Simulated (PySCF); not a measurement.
PySCF 2.14 output of a UHF calculation on a single atom or ion in x2c-QZVPPall with one added diffuse shell each of s, p, d, f, g type (14s9p8d5f3g, 143 functions), with scalar relativity by spin-free X2C-1e:

```
SCF conv_tol = 1e-09
number electrons alpha = 25  beta = 22
cycle= 1 E= -5590.43945914789  delta_E= -0.00673  |g|= 0.0332  |ddm|= 0.0537
cycle= 2 E= -5590.43966741552  delta_E= -0.000208  |g|= 0.00674  |ddm|= 0.00964
cycle= 3 E= -5590.43967891989  delta_E= -1.15e-05  |g|= 0.000952  |ddm|= 0.00426
cycle= 4 E= -5590.43967932593  delta_E= -4.06e-07  |g|= 0.000425  |ddm|= 0.00121
cycle= 5 E= -5590.43967943222  delta_E= -1.06e-07  |g|= 0.000149  |ddm|= 0.000673
cycle= 6 E= -5590.43967948017  delta_E= -4.79e-08  |g|= 3.88e-05  |ddm|= 0.000723
cycle= 7 E= -5590.4396794918  delta_E= -1.16e-08  |g|= 1.91e-05  |ddm|= 0.000431
cycle= 8 E= -5590.43967949721  delta_E= -5.42e-09  |g|= 1.12e-05  |ddm|= 0.000338
cycle= 9 E= -5590.43967949992  delta_E= -2.71e-09  |g|= 3.14e-06  |ddm|= 0.000365
cycle= 10 E= -5590.4396795001  delta_E= -1.81e-10  |g|= 3.3e-07  |ddm|= 0.000115
converged SCF energy = -5590.4396795001  <S^2> = 3.7521071  2S+1 = 4.0010534
```

The run itself started from symmetry-adapted Hartree-Fock orbitals and held the occupation by maximum overlap, so the iterations belong to that start.

Task: Which element, charge and spin multiplicity is this?

Result: Cd⁺ (cadmium, charge +1), multiplicity 4; the state was [Kr] 4d9 5s1 6s1, high-spin 4D determinant (an excited configuration).

The outer electron is Rydberg-like, and this basis confines it to a smaller radius and binds it less than a complete one would.
